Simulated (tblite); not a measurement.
Parent: `[CH3:1][CH2:2][NH:3][SiH2:4][SH:5]` with C1–C2–N3–Si4 -145°, C2–N3–Si4–S5 176°, N3–Si4–S5–H -58°, C2H9NSSi.

Computed geometry: GFN2-xTB, gas phase. One conformer each, not checked by frequencies here.

```json
{"coordinate of the parent": "C1–C2", "value": "1.524 Å"}
{"coordinate of the parent": "C2–N3", "value": "1.445 Å"}
{"coordinate of the parent": "N3–Si4", "value": "1.707 Å"}
{"coordinate of the parent": "Si4–S5", "value": "2.149 Å"}
{"coordinate of the parent": "C1–C2–N3", "value": "111.1°"}
{"coordinate of the parent": "C2–N3–Si4", "value": "123.8°"}
{"coordinate of the parent": "N3–Si4–S5", "value": "106.0°"}
```

**Question.** How does the shared frame change in `[CH3:1][C@H:2]([NH:3][SiH2:4][SH:5])[CH:6]1[CH2:7][CH2:8]1` with C1–C2–N3–Si4 89°, C2–N3–Si4–S5 177°, N3–Si4–S5–H -53°, C1–C2–C6–C7 -157°, C5H13NSSi? Atoms pair as C1 = C1, C2 = C2, N3 = N3, Si4 = Si4, S5 = S5 (parent first).

**Answer.** 
```csv
parent,relative,value in the relative,change
C1–C2,C1–C2,1.529 Å,+0.005
C2–N3,C2–N3,1.449 Å,+0.004
N3–Si4,N3–Si4,1.706 Å,-0.001
Si4–S5,Si4–S5,2.149 Å,0.000
C1–C2–N3,C1–C2–N3,111.7°,+0.6
C2–N3–Si4,C2–N3–Si4,123.6°,-0.2
N3–Si4–S5,N3–Si4–S5,105.8°,-0.2
```

Of the parent's bonds, C1–C2 and C2–N3 change most and about equally (+0.004 to +0.005 Å). Bonds of the relative outside the shared frame: C2–C6 1.514, C6–C7 1.499, C7–C8 1.498, C6–C8 1.498 Å. Point group C1 → C1.
